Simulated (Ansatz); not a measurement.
Computed with Ansatz on PBE0-D4/def2-TZVP structures; ΔE is electronic, products minus reactants. CCSD(T)/CBS is the MP2 limit (def2-TZVPP, def2-QZVPP) plus CCSD(T) − MP2 in def2-TZVPP, frozen cores. Functionals use def2-TZVPP. B3LYP here is the variant with VWN-RPA as its local correlation; programs differ in this. For Ga, Ge outer-core shells are correlated without core-valence functions, which leaves a few kJ/mol of doubt a bond. Scalar relativity is left out up to krypton. Each species was taken in one conformer, which may not be the lowest.

Consider the formal exchange of groups at the Si–N bond: `[SiH3][N]([SiH3])[AlH][Cl]` + `[GaH2][GeH3]` → `[SiH3][GeH2][GaH2]` + `[SiH3][NH][AlH][Cl]`.

`[SiH3][N]([SiH3])[AlH][Cl]`:

Z-matrix (Å, degrees):
```
Si
N 1 1.744
H 1 1.485 2 111.4
H 1 1.489 2 107.5 3 119.1
H 1 1.485 2 111.4 3 -121.7
Si 2 1.737 1 117.4 3 -119.3
Al 2 1.780 1 121.7 3 60.7
H 6 1.488 2 108.1 1 180.0
H 6 1.487 2 111.3 1 -60.3
H 6 1.487 2 111.3 1 60.3
Cl 7 2.095 2 115.7 1 -0.0
H 7 1.567 2 123.5 1 180.0
```

`[GaH2][GeH3]`:

```xyz
7

Ga   -0.130    1.374    0.300
Ge    0.089   -0.998   -0.246
H    -1.438    1.912    0.987
H     1.040    2.379   -0.003
H     1.079   -1.261   -1.396
H     0.617   -1.762    0.986
H    -1.257   -1.643   -0.627
```

`[SiH3][GeH2][GaH2]`:

Cartesian coordinates in Å:
```
Si 1.008 -1.457 0.349
Ge 0.270 0.490 -0.812
Ga -1.636 1.488 0.334
H 2.168 -2.090 -0.334
H -0.098 -2.449 0.428
H 1.410 -1.096 1.735
H -0.079 0.068 -2.254
H 1.465 1.462 -0.896
H -1.410 2.556 1.464
H -3.098 1.028 -0.014
```

`[SiH3][NH][AlH][Cl]`:

Z-matrix (Å, degrees):
```
Si
N 1 1.731
H 1 1.489 2 111.4
H 1 1.489 2 111.5 3 119.8
H 1 1.482 2 107.9 3 -120.1
Al 2 1.771 1 132.0 3 120.2
H 2 1.013 1 113.8 3 -59.8
Cl 6 2.093 2 118.8 1 -0.0
H 6 1.570 2 120.8 1 -180.0
```

| level | ΔE (kJ/mol) | difference from CCSD(T)/CBS |
| --- | --- | --- |
| PBE-D4 | 15.0 | -13.9 |
| revPBE-D4 | 18.9 | -10.0 |
| BLYP-D4 | 24.4 | -4.5 |
| r2SCAN-D4 | 24.6 | -4.3 |
| B3LYP-D4 | 27.5 | -1.4 |
| BHLYP-D4 | 34.5 | 5.6 |
| ωB97M-V | 32.6 | 3.7 |
| B2PLYP | 27.1 | -1.8 |
| revPBE | 6.6 | -22.3 |
| BLYP | 14.8 | -14.1 |
| RPA@PBE/def2-TZVPP | 32.4 | 3.5 |
| MP2/def2-SVP | 34.3 | 5.4 |
| HF/def2-TZVPP | 36.8 | 7.9 |
| SCS-MP2/def2-TZVPP | 36.0 | 7.1 |
| CCSD(T)/def2-TZVPP | 30.3 | 1.4 |
| MP2/CBS(def2) | 32.5 | 3.6 |
| CCSD(T)/CBS | 28.9 | 0 |

Largest T1 diagnostic among the species: 0.013.

From PBE to PBE0 (25 % exact exchange), in def2-TZVPP and without D4, ΔE moves by +5.7 kJ/mol. At CCSD(T), def2-SVP lies +3.2 kJ/mol from the extrapolated value and def2-TZVPP +1.4 kJ/mol. Leaving LDA and LC-ωPBE aside and taking each functional with its dispersion term where it has one, the values spread over 19.5 kJ/mol, from PBE-D4 to BHLYP-D4. LDA lies +9.2 kJ/mol from PBE without D4.
